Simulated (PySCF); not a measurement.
Relaxation of doublet InI₂

Computed with UPBE0/[In def2-TZVP with ECP28, I def2-TZVP with ECP28], scalar-relativistic core potentials, density fitting, no spin–orbit coupling, PySCF. A (50,194) grid was used.

A start displaced from a saddle point along its imaginary mode, of C2v symmetry, held to at least that symmetry:

```xyz
3
charge 0 multiplicity 2, angstrom
In    0.0117    0.2497    0.0000
I    -0.0053   -0.1131    2.7986
I    -0.0053   -0.1131   -2.7986
```

Optimiser trace:
```
step  E − E(last) (kJ/mol)  largest gradient (Eh/bohr)
   0                 21.70                     0.00445
   1                 19.26                     0.00395
   2                 16.53                     0.00425
   3                  8.56                     0.00738
   4                  3.27                     0.00740
   5                  0.03                     0.00061
   6                  0.00                     0.00014
   7                  0.00                     0.00015
```

It ends at C2v with In–I 2.716 Å (×2); I–In–I 124.0° (after a last refinement on a finer grid). The frequency run here used a shortcut that can spoil soft modes, so no verdict on minimum or saddle point is given. Other isomers or separated fragments may lie lower.

Final geometry:
Z-matrix (Å, degrees; charge 0 multiplicity 2):
```
In
I  1 2.7158
I  1 2.7158 2 123.99
```

With an element this heavy the missing spin–orbit coupling can shift these numbers.

The relaxation took about 8 core-minutes on a shared host.
